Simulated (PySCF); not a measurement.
NMR data simulated for an unnamed compound:

$^{1}$H NMR (400 MHz, computed): δ 5.02 (d, 1H), 3.90 (s, 3H), 0.67 (m, 1H), 0.67 (m, 1H), 0.30 (m, 1H), 0.28 (m, 1H), 0.08 (m, 1H).

$^{13}$C{$^{1}$H} NMR (computed): δ 52.6 (CH3), 4.9 (CH2), 3.2 (CH2), 2.0 (CH).

[PySCF 2.14: shielding tensors at PBE0/pcSseg-1 (GIAO); geometry from GFN2-xTB; non-relativistic; single conformer; equivalent nuclei averaged; isolated molecule]

Shifts are taken against calculated references (same method and geometry level): $^{1}$H (31.72 ppm), $^{13}$C (186.93 ppm) against TMS.

**Question.** Which of these does the molecule contain: a three-membered ring, a CF3 group, a methoxy group, a Si–H bond, an OH group?

**Answer.** 
- A three-membered ring: yes.
- A CF3 group: no.
- A methoxy group: no.
- A Si–H bond: yes (δH 5.02 (d)).
- An OH group: no.

The data belong to `O(C)[Si@@H](Cl)C1CC1`, C4H9ClOSi; they needn't prove each group on their own.

Carbon signals by region: 1 at 50–100 ppm, 3 below 50 ppm.

Shifts are as computed. Against solution values, carbons near 30 ppm lie about +3 ppm off and those near 130 ppm about +5 ppm. Of 1211 compounds with measured shifts, 218 miss one by over three times the rms of a fit or turn the order of signals round; such compounds aren't used in these exercises. No couplings were computed; multiplicities are counted from neighbouring protons, with m where these are inequivalent, close in shift, in a saturated or five-membered ring or joined by F or P, and br s for small geminal =CH2 splittings.
